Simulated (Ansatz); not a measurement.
HIn, charge -1, doublet, at a GFN2-xTB geometry (such geometries of metal compounds can be far from the true shape) (a state made from the parent by changing its charge; the spin is typed, not shown lowest) (core potentials on In) (a gas-phase anion, which may not be bound at this level); B3LYP/def2-TZVP run with Ansatz (an electronic-structure program).

Here is a job for Ansatz.
Ansatz 0.2 input:
```yaml
crystal:
  periodic: [false, false, false]
  atoms:
    - {symbol: In, position_ang: [-0.00000000, -0.00000000, -0.03576299]}
    - {symbol: H, position_ang: [0.00000000, 0.00000000, 1.75238670]}
basis:
  gaussian:
    orbitals: def2-TZVP
hamiltonian:
  xc: b3lyp
total_charge: -1
magnetization: {spin_polarized: true, initial_magnetization: 1}
accuracy: high
```

Output, abridged:

```
Functional definition: B3LYP
982 factors; integrals over basis functions are off by at most 3.5e-9 eV
mean field evaluation 1: about -5191.2089 eV, gradient 1.2e1 eV
mean field evaluation 2: about -5191.2867 eV, gradient 1.2e1 eV
mean field evaluation 4: about -5191.7827 eV, gradient 5.6e-1 eV
mean field evaluation 8: about -5191.7904 eV, gradient 4.3e-2 eV
mean field evaluation 16: about -5191.7905 eV, gradient 1.0e-5 eV
mean field evaluation 32: about -5191.7904 eV, gradient 5.1e-2 eV
mean field -5191.79049642 eV, -190.7947816215 hartree, gradient 1.6e-8 eV, S^2 0.751948; 2 other end points of the search recorded, 0 dependent functions left out
reference -5191.79051974 eV, -190.7947824784 hartree; 12, 11 occupied and 44, 45 virtual orbitals, 982 factors
Total energy: -5191.79051974 eV, -190.7947824784 hartree
```
